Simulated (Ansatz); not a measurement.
Reaction (ligand exchange at the Si–O bond): `[SiH3][O][In]([Cl])[O][SiH3]` + `C=CCO` → `C=CCO[SiH3]` + `[OH][In]([Cl])[O][SiH3]`

Isolated molecules relaxed with PBE0-D4/def2-TZVP in Ansatz; ΔE leaves out vibrations. CBS: MP2 limit from def2 TZ/QZ plus the TZ coupled-cluster correction, frozen cores. Elements past krypton have def2 core potentials. For In outer-core shells are correlated without core-valence functions, which leaves a few kJ/mol of doubt a bond. Each species was taken in one conformer, which may not be the lowest.

`[SiH3][O][In]([Cl])[O][SiH3]`:

```xyz
12

Si    2.745   -0.154    0.573
O     1.158   -0.051    0.185
In   -0.542   -0.241    1.134
Cl   -0.637   -0.731    3.369
O    -2.166    0.007    0.084
Si   -2.489    0.351   -1.485
H     3.107   -1.541    0.980
H     3.542    0.226   -0.621
H     3.085    0.761    1.698
H    -1.939   -0.698   -2.388
H    -1.899    1.660   -1.880
H    -3.964    0.411   -1.650
```

`C=CCO`:

Cartesian coordinates in Å:
```
C -1.481 0.312 0.353
C -0.169 0.333 0.540
C 0.787 -0.596 -0.131
O 1.774 0.098 -0.870
H -1.943 -0.415 -0.309
H -2.142 1.007 0.856
H 0.278 1.072 1.201
H 0.236 -1.307 -0.762
H 1.338 -1.177 0.614
H 1.322 0.674 -1.492
```

`C=CCO[SiH3]`:

```xyz
13

C    -0.131    2.264    1.241
C    -0.166    0.940    1.248
C     0.412    0.086    0.175
O    -0.557   -0.851   -0.259
Si   -0.251   -1.944   -1.447
H    -0.538    2.849    2.057
H     0.311    2.813    0.415
H    -0.624    0.405    2.076
H     1.291   -0.450    0.563
H     0.749    0.712   -0.662
H     0.893   -2.824   -1.076
H     0.094   -1.256   -2.723
H    -1.485   -2.745   -1.610
```

`[OH][In]([Cl])[O][SiH3]`:

Cartesian coordinates in Å:
```
O 0.291 -2.105 -1.384
In 0.118 -1.620 0.511
Cl 0.149 -3.168 2.192
O -0.093 0.277 0.991
Si -0.164 1.657 0.123
H 0.256 -1.326 -1.948
H -0.047 1.370 -1.341
H -1.459 2.349 0.354
H 0.950 2.567 0.503
```

```csv
species,CCSD(T)/CBS(def2) energy (Eh)
`[SiH3][O][In]([Cl])[O][SiH3]`,-1381.86692
`C=CCO`,-192.90801
`C=CCO[SiH3]`,-483.21946
`[OH][In]([Cl])[O][SiH3]`,-1091.54856
```

(1) Work out ΔE.

Largest T1 diagnostic among the species: 0.015.

Answers

(1) ΔE = (-483.21946) + (-1091.54856) − (-1381.86692) − (-192.90801) = 0.00691 Eh = +18.1 kJ/mol.

Leaving LDA and LC-ωPBE aside and taking each functional with its dispersion term where it has one, the values, not all of them listed here, spread over 10.7 kJ/mol, from revPBE-D4 to BHLYP-D4. From BLYP to BHLYP (50 % exact exchange), in def2-TZVPP and without D4, ΔE moves by +7.1 kJ/mol.
